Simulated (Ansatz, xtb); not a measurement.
Molecule: C3H5O (charge +1, singlet). It need not be the lowest isomer of its formula. 
Coordinates optimised at B3LYP-D3(BJ)/def2-TZVP (Ansatz, an electronic-structure program):
```xyz
9

C     -0.4124     1.1317     0.0955
C     -1.1743    -0.2671    -0.0201
C      0.2374    -0.1085    -0.1073
O      1.3660    -0.6479     0.0040
H     -0.2410     1.6434     1.0395
H     -0.6051     1.7808    -0.7535
H     -1.7601    -0.3468    -0.9308
H     -1.5758    -0.8021     0.8372
H      1.3498    -1.6284    -0.0332
```
Charge +1, spin multiplicity 1.

Harmonic wavenumbers from GFN2-xTB (xtb, at its own minimum), cm⁻¹: 258, 405, 635, 686, 775, 863, 981, 995, 1052, 1073, 1076, 1141, 1208, 1323, 1362, 1804, 3025, 3036, 3038, 3041, 3174.

**Question.** Give the harmonic wavenumbers at B3LYP-D3(BJ)/def2-TZVP (Ansatz, finite differences of forces, unscaled).

**Answer.** 54, 436, 607, 633, 727, 879, 998, 1034, 1051, 1099, 1114, 1150, 1367, 1398, 1407, 1771, 3102, 3107, 3181, 3193, 3584 cm⁻¹. Zero-point energy 45.6 kcal/mol.

**Question.** From these and the geometry, give the ideal-gas thermochemistry at 298.15 K and 1 atm (rigid rotor, harmonic oscillator).

**Answer.** Point group C1, rotational symmetry number 1. Rotational constants 19.19, 7.23, 5.65 GHz. S(trans) 38.05, S(rot) 23.53, S(vib) 7.25, S(elec, spin only) 0.00, S 68.8 cal/(mol K). H(298) - H(0) 3.47 kcal/mol; G - E(el) 28.5 kcal/mol.
